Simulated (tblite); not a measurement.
CH$_{3}$S (SMILES C[S-]), charge -1, singlet, geometry from GFN2-xTB; GFN1-xTB with ALPB(water) in tblite.

The tblite input:
```
$ tblite run mol.xyz --method gfn1 --charge -1 --spin 0 --alpb water --json tblite.json --no-restart

# file mol.xyz
5

C     -0.03158867     1.10849493     0.00618882
S      0.01982142    -0.69556393    -0.00388339
H     -1.06837494     1.46368151    -0.03291479
H      0.43481506     1.50121040     0.91770101
H      0.50594923     1.51316136    -0.85978488
```

Output, abridged:

```
xTB calculator
 | screened Coulomb repulsion
 | Coulomb electrostatics
 |  * isotropic Klopman-Ohno-Mataga-Nishimoto electrostatics
 |  * onsite third-order electrostatics
 | DFT-D3(BJ) dispersion correction
 | Interactions (3)
 | [1] alpb/gbsa reaction field model
 | [2] cds contribution to solvation
 | [3] empirical free energy shift and standard state/solvent correction

halogen bonding energy    0.0000000000000E+00 Eh
repulsion energy          5.5133632456305E-02 Eh
dispersion energy        -8.9346699825827E-04 Eh
interaction energy        2.6754670838336E-04 Eh
number of electrons       1.4000000000000E+01 e
integral cutoff           1.9731147476801E+01 bohr

------------------------------------------------------------
  cycle        total energy    energy error   density error
------------------------------------------------------------
      1     -7.591236072580  -7.6457438E+00   5.4720110E-01
      2     -7.652739287350  -6.1503215E-02   3.0476556E-01
      3     -7.654147465175  -1.4081778E-03   1.1974933E-01
      4     -7.654190106272  -4.2641097E-05   9.7498803E-03
      5     -7.654204452587  -1.4346316E-05   7.6680755E-04
      6     -7.654204622316  -1.6972887E-07   6.0349136E-05
      7     -7.654204623281  -9.6476338E-10   3.5666525E-05
      8     -7.654204623679  -3.9807979E-10   7.4920170E-07
------------------------------------------------------------

electronic energy        -7.7087123358455E+00 Eh
total energy             -7.6542046236790E+00 Eh

Post processing:
 | Mayer-Wiberg bond orders

[Info] JSON dump of results written to 'tblite.json'
```
